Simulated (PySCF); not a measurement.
**Mg¹⁰⁺: ionisation energy**

Mg¹⁰⁺ 1s2 (1S) → Mg¹¹⁺ 1s1 (2S), as a difference of total energies. Calculation: PySCF 2.14, in an uncontracted even-tempered set (17 s from 5.3 bohr⁻², ratio 2.2; 7 p from 8.2 bohr⁻², ratio 2.4; 4 d from 25 bohr⁻², ratio 2.4; 3 f from 37 bohr⁻², ratio 2.4; 3 g from 55 bohr⁻², ratio 2.4); the spin-free X2C one-electron Hamiltonian (Gaussian nucleus). Correlated levels: nothing frozen; virtual orbitals above 40 to 60 times the deepest correlated orbital energy dropped. The calculations carry no spin-orbit coupling.

| method | ionisation energy (eV) |
| --- | --- |
| UHF | 1761.1 |
| LDA | 1751.9 |
| PBE | 1760.5 |
| PBE0 | 1760.9 |
| r2SCANh | 1762.4 |
| TPSSh | 1762.5 |
| MP2 (all electrons) | 1762.3 |

Question: Estimate what r2SCAN gives.

Answer: 1762.4 eV, closest to r2SCANh among the rows shown.

Question: Estimate what SCS-MP2 (all electrons) gives.

Answer: 1762.5 eV, closest to TPSSh among the rows shown.

For comparison: 1761.8 eV (theoretical estimate listed by NIST; NIST Atomic Spectra Database, ionization energies).
